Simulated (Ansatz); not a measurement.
Consider the ligand exchange at a B–Cl bond: `ClBCl` + H₂Se → `ClB[SeH]` + HCl.

Computed with Ansatz on PBE0-D4/def2-TZVP structures; ΔE is electronic, products minus reactants. CCSD(T)/CBS adds triple-zeta CCSD(T) − MP2 to the extrapolated MP2 energy (def2 sets, frozen cores). This one scheme is used for every species. Functionals use def2-TZVPP. For Se outer-core shells are correlated without core-valence functions, which leaves a few kJ/mol of doubt a bond. Scalar relativity is left out up to krypton. One conformer a species, not always the lowest.

`ClBCl`:

Cartesian coordinates in Å:
```
Cl -1.152 -0.788 0.922
B -0.034 0.120 -0.044
Cl 1.523 -0.531 -0.444
H -0.337 1.199 -0.434
```

H₂Se:

```xyz
3

Se    0.125   -0.153    0.655
H     0.456    0.980   -0.215
H    -0.580   -0.827   -0.440
```

`ClB[SeH]`:

Z-matrix (Å, degrees):
```
B
Cl 1 1.743
Se 1 1.916 2 118.9
H 1 1.188 2 119.6 3 180.0
H 3 1.469 1 94.6 2 180.0
```

HCl:

```xyz
2

Cl   -0.504   -0.022   -0.393
H     0.504    0.022    0.393
```

```json
{"level": "BLYP-D4", "ΔE (kcal/mol)": "3.5", "difference from CCSD(T)/CBS": "1.2"}
{"level": "B97M-V", "ΔE (kcal/mol)": "4.1", "difference from CCSD(T)/CBS": "1.8"}
{"level": "r2SCAN0-D4", "ΔE (kcal/mol)": "3.3", "difference from CCSD(T)/CBS": "1.0"}
{"level": "CAM-B3LYP-D4", "ΔE (kcal/mol)": "4.2", "difference from CCSD(T)/CBS": "1.9"}
{"level": "B2PLYP", "ΔE (kcal/mol)": "3.7", "difference from CCSD(T)/CBS": "1.4"}
{"level": "BLYP", "ΔE (kcal/mol)": "4.2", "difference from CCSD(T)/CBS": "1.9"}
{"level": "r2SCAN0", "ΔE (kcal/mol)": "3.4", "difference from CCSD(T)/CBS": "1.1"}
{"level": "BHLYP", "ΔE (kcal/mol)": "4.6", "difference from CCSD(T)/CBS": "2.3"}
{"level": "LC-ωPBE", "ΔE (kcal/mol)": "3.7", "difference from CCSD(T)/CBS": "1.4"}
{"level": "RPA@PBE/def2-TZVPP", "ΔE (kcal/mol)": "2.6", "difference from CCSD(T)/CBS": "0.3"}
{"level": "HF/def2-SVP", "ΔE (kcal/mol)": "7.4", "difference from CCSD(T)/CBS": "5.1"}
{"level": "SCS-MP2/def2-TZVPP", "ΔE (kcal/mol)": "3.1", "difference from CCSD(T)/CBS": "0.8"}
{"level": "CCSD/def2-TZVPP", "ΔE (kcal/mol)": "3.0", "difference from CCSD(T)/CBS": "0.7"}
{"level": "HF/CBS(def2)", "ΔE (kcal/mol)": "5.7", "difference from CCSD(T)/CBS": "3.4"}
{"level": "MP2/CBS(def2)", "ΔE (kcal/mol)": "2.0", "difference from CCSD(T)/CBS": "-0.3"}
{"level": "CCSD/CBS(def2)", "ΔE (kcal/mol)": "2.6", "difference from CCSD(T)/CBS": "0.3"}
{"level": "CCSD(T)/CBS", "ΔE (kcal/mol)": "2.3", "difference from CCSD(T)/CBS": "0"}
```

Largest T1 diagnostic among the species: 0.012.

At CCSD(T), def2-SVP lies +3.8 kcal/mol from the extrapolated value and def2-TZVPP +0.4 kcal/mol. In def2-TZVPP, CCSD(T) changes the Hartree–Fock value by −2.9 kcal/mol (the triples alone add −0.3 kcal/mol) and MP2 by −3.1 kcal/mol. Leaving LDA and LC-ωPBE aside and taking each functional with its dispersion term where it has one, the values, not all of them listed here, spread over 1.7 kcal/mol, from revPBE-D4 to CAM-B3LYP-D4.
